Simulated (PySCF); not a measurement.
# Tc(OH)₃, triplet: computed properties

These are results of UB3LYP in PySCF with Tc def2-SVP with ECP28, O def2-SVP, H def2-SVP; scalar-relativistic core potentials, no spin–orbit coupling; density-fitted integrals, not measurements.

The structure is a minimum.

```json
{"Point group": "C3v", "Bond lengths": "O–H 0.971 Å (×3), Tc–O 1.853 Å (×3)", "Bond angles": "H–O–Tc 118.5° (×3), O–Tc–O 119.9° (×3)", "Atomisation energy without zero-point energy": "2465 kJ/mol", "Enthalpy at 298.15 K above 0 K": "18.76 kJ/mol", "Principal polarisabilities": "48.6, 48.6, 48.7 bohr³", "Spin squared ⟨S²⟩": "2.008", "Rotational symmetry number": "3", "Zero-point energy": "102.6 kJ/mol", "Principal quadrupole moments (Buckingham, traceless) about the centre of mass": "-0.45, -0.45, 0.91 D Å", "Heat capacity Cp at 298.15 K": "96.4 J/(mol K)", "Entropy at 298.15 K and 1 bar (electronic part: spin only)": "327.8 J/(mol K)", "Lowest empty level (β)": "-2.29 eV", "Rotational constants": "0.1817, 0.1817, 0.09351 cm⁻¹", "Highest occupied level (β)": "-5.23 eV", "Dipole moment": "3.69 D"}
```

Harmonic modes (masses in u: Tc 98.907, O 15.995, H 1.008):
```json
{"symmetry": "a1", "ω (cm⁻¹)": "169", "IR (km/mol, summed over degenerate members)": "0.7", "μ (u)": "7.96"}
{"symmetry": "e", "ω (cm⁻¹)": "182", "IR (km/mol, summed over degenerate members)": "0.0", "μ (u)": "5.87"}
{"symmetry": "a2", "ω (cm⁻¹)": "395", "IR (km/mol, summed over degenerate members)": "0.0", "μ (u)": "1.10"}
{"symmetry": "e", "ω (cm⁻¹)": "472", "IR (km/mol, summed over degenerate members)": "193", "μ (u)": "1.16"}
{"symmetry": "e", "ω (cm⁻¹)": "600", "IR (km/mol, summed over degenerate members)": "470", "μ (u)": "1.10"}
{"symmetry": "a1", "ω (cm⁻¹)": "645", "IR (km/mol, summed over degenerate members)": "15.0", "μ (u)": "1.07"}
{"symmetry": "a1", "ω (cm⁻¹)": "704", "IR (km/mol, summed over degenerate members)": "1.7", "μ (u)": "12.95"}
{"symmetry": "e", "ω (cm⁻¹)": "725", "IR (km/mol, summed over degenerate members)": "373", "μ (u)": "11.97"}
{"symmetry": "e", "ω (cm⁻¹)": "3758", "IR (km/mol, summed over degenerate members)": "212", "μ (u)": "1.07"}
{"symmetry": "a1", "ω (cm⁻¹)": "3770", "IR (km/mol, summed over degenerate members)": "139", "μ (u)": "1.07"}
```

In C3v the vibrations span 4a1 + 5e + a2. The a2 mode carries no infrared intensity, as symmetry demands.

Charges (e):
```tsv
atom	Mulliken	Löwdin	polar tensor	spin (Mulliken)	Mayer order to Tc1
Tc1	0.61	0.02	1.27	1.91	–
O2,3,4	-0.43	-0.11	-0.73	0.01	1.19
H5,6,7	0.22	0.11	0.31	0.02	0.03
```
Other Mayer orders above 0.3: O–H 0.93 (×3).

Mulliken populations on Tc1 (electrons outside its core potential): s 2.68, p 6.39, d 5.28, f 0.04.

Only a few start shapes were tried, so a lower isomer may exist. Open d and f shells are described by one determinant, and the ground state may have another occupation or spin.

The final relaxation and frequency run took 2.7 min on 2 threads of a shared Arm Neoverse N1 host, with 88 basis functions and 13 gradients; the process peaked at 1.6 GiB. Launch command: `OMP_NUM_THREADS=2 python axn.py task.json out`.
